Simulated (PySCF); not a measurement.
HGa, charge -1, doublet, geometry from GFN2-xTB (such geometries of metal compounds can be far from the true shape) (a state made from the parent by changing its charge; the spin is typed, not shown lowest); DF-WB97X/STO-3G in PySCF.

The PySCF input:
```python
from pyscf import gto, scf, dft

mol = gto.Mole()
mol.atom = '''
    Ga   -0.00000000   -0.00000000   -0.04040855
    H     0.00000000    0.00000000    1.25266497
'''
mol.basis = 'sto-3g'
mol.charge = -1
mol.spin = 1
mol.verbose = 4
mol.build()

mf = dft.UKS(mol)
mf.xc = 'wb97x'
mf = mf.density_fit(auxbasis='def2-universal-jkfit')
mf.kernel()
```

Output, abridged:

```
PySCF version 2.14.0

[INPUT] verbose = 4
[INPUT] num. atoms = 2
[INPUT] num. electrons = 33
[INPUT] charge = -1
[INPUT] spin (= nelec alpha-beta = 2S) = 1
[INPUT] symmetry False subgroup None
[INPUT] Mole.unit = angstrom
[INPUT] Symbol           X                Y                Z      unit          X                Y                Z       unit  Magmom
[...]
nuclear repulsion = 12.6864352914133
number of shells = 9
number of NR pGTOs = 57
number of NR cGTOs = 19
basis = sto-3g
ecp = {}

******** <class 'pyscf.df.df_jk.DFUKS'> ********
method = DFUKS
initial guess = minao
damping factor = 0
level_shift factor = 0
DIIS = <class 'pyscf.scf.diis.CDIIS'>
diis_start_cycle = 1
diis_space = 8
diis_damp = 0
SCF conv_tol = 1e-09
SCF conv_tol_grad = None
SCF max_cycles = 50
direct_scf = False
number electrons alpha = 17  beta = 16
XC library pyscf.dft.libxc version 7.1.2
    S. Lehtola, C. Steigemann, M. J. T. Oliveira, and M. A. L. Marques,  SoftwareX 7, 1–5 (2018)
XC functionals = wb97x
    J.-D. Chai and M. Head-Gordon,  J. Chem. Phys. 128, 084106 (2008)
radial grids:
    Treutler-Ahlrichs [JCP 102, 346 (1995); DOI:10.1063/1.469408] (M4) radial grids

becke partition: Becke, JCP 88, 2547 (1988); DOI:10.1063/1.454033
pruning grids: <function nwchem_prune>
grids dens level: 3
symmetrized grids: False
atomic radii adjust function: <function treutler_atomic_radii_adjust>
small_rho_cutoff = 0
Set gradient conv threshold to 3.16228e-05
tot grids = 30712
******** <class 'pyscf.df.df.DF'> ********
auxbasis = def2-universal-jkfit
Create RSH-DF object <pyscf.df.df.DF object> for omega=0.3
******** <class 'pyscf.df.df.DF'> ********
auxbasis = auxmol.basis = def2-universal-jkfit
init E= -1900.59622768801

cycle= 1 E= -1902.4596665945  delta_E= -1.86  |g|= 0.294  |ddm|= 1.42

cycle= 2 E= -1899.36786243407  delta_E= 3.09  |g|= 1.85  |ddm|= 3.37
cycle= 3 E= -1902.56617257878  delta_E= -3.2  |g|= 0.153  |ddm|= 2.95
cycle= 4 E= -1902.6112852934  delta_E= -0.0451  |g|= 0.0765  |ddm|= 0.49
cycle= 5 E= -1902.60561465369  delta_E= 0.00567  |g|= 0.0792  |ddm|= 0.063
cycle= 6 E= -1902.60314300202  delta_E= 0.00247  |g|= 0.0775  |ddm|= 0.0372
cycle= 7 E= -1902.64618361842  delta_E= -0.043  |g|= 0.158  |ddm|= 0.788
cycle= 8 E= -1902.64029840875  delta_E= 0.00589  |g|= 0.0702  |ddm|= 0.362
cycle= 9 E= -1902.64890575332  delta_E= -0.00861  |g|= 0.0751  |ddm|= 0.191
cycle= 10 E= -1902.65031530498  delta_E= -0.00141  |g|= 0.086  |ddm|= 0.053
[...]
cycle= 21 E= -1902.664300517  delta_E= -0.00233  |g|= 0.047  |ddm|= 0.383
cycle= 22 E= -1902.66486593247  delta_E= -0.000565  |g|= 0.0527  |ddm|= 0.0939
cycle= 23 E= -1902.66525769315  delta_E= -0.000392  |g|= 0.0448  |ddm|= 0.0262
cycle= 24 E= -1902.66436446139  delta_E= 0.000893  |g|= 0.049  |ddm|= 0.0941
cycle= 25 E= -1902.6648342662  delta_E= -0.00047  |g|= 0.0527  |ddm|= 0.0866
cycle= 26 E= -1902.66858768329  delta_E= -0.00375  |g|= 0.0238  |ddm|= 0.154
cycle= 27 E= -1902.66863349243  delta_E= -4.58e-05  |g|= 0.0155  |ddm|= 0.0344
cycle= 28 E= -1902.66963069429  delta_E= -0.000997  |g|= 0.0256  |ddm|= 0.132
cycle= 29 E= -1902.66961775351  delta_E= 1.29e-05  |g|= 0.0212  |ddm|= 0.0929
cycle= 30 E= -1902.66869139014  delta_E= 0.000926  |g|= 0.0203  |ddm|= 0.0806
cycle= 31 E= -1902.66919466703  delta_E= -0.000503  |g|= 0.0182  |ddm|= 0.0328
cycle= 32 E= -1902.66578918403  delta_E= 0.00341  |g|= 0.0201  |ddm|= 0.326
cycle= 33 E= -1902.66551412425  delta_E= 0.000275  |g|= 0.025  |ddm|= 0.0503
cycle= 34 E= -1902.66566296409  delta_E= -0.000149  |g|= 0.0239  |ddm|= 0.051
cycle= 35 E= -1902.66581057758  delta_E= -0.000148  |g|= 0.0159  |ddm|= 0.0473
cycle= 36 E= -1902.66135104219  delta_E= 0.00446  |g|= 0.068  |ddm|= 0.427
cycle= 37 E= -1902.66247099201  delta_E= -0.00112  |g|= 0.0523  |ddm|=  0.2
cycle= 38 E= -1902.66307969728  delta_E= -0.000609  |g|= 0.0555  |ddm|= 0.0913
cycle= 39 E= -1902.66227404334  delta_E= 0.000806  |g|= 0.0477  |ddm|= 0.191
cycle= 40 E= -1902.66427376669  delta_E= -0.002  |g|= 0.028  |ddm|= 0.173
cycle= 41 E= -1902.66494324587  delta_E= -0.000669  |g|= 0.0272  |ddm|= 0.0666
cycle= 42 E= -1902.66282296244  delta_E= 0.00212  |g|= 0.0395  |ddm|= 0.278
cycle= 43 E= -1902.6625004856  delta_E= 0.000322  |g|= 0.044  |ddm|= 0.0663
cycle= 44 E= -1902.66409743964  delta_E= -0.0016  |g|= 0.0111  |ddm|= 0.136
cycle= 45 E= -1902.66422210447  delta_E= -0.000125  |g|= 0.00427  |ddm|= 0.106
cycle= 46 E= -1902.664139253  delta_E= 8.29e-05  |g|= 0.00185  |ddm|= 0.0495
cycle= 47 E= -1902.66413120545  delta_E= 8.05e-06  |g|= 0.00247  |ddm|= 0.00865
cycle= 48 E= -1902.66412407069  delta_E= 7.13e-06  |g|= 0.00185  |ddm|= 0.00925
cycle= 49 E= -1902.66411345031  delta_E= 1.06e-05  |g|= 0.00205  |ddm|= 0.0187
cycle= 50 E= -1902.66411156996  delta_E= 1.88e-06  |g|= 0.00131  |ddm|= 0.0134
SCF not converged.
SCF energy = -1902.66411156996 after 50 cycles  <S^2> = 0.75163263  2S+1 = 2.001632
```

The run did not converge; its last values are not results.
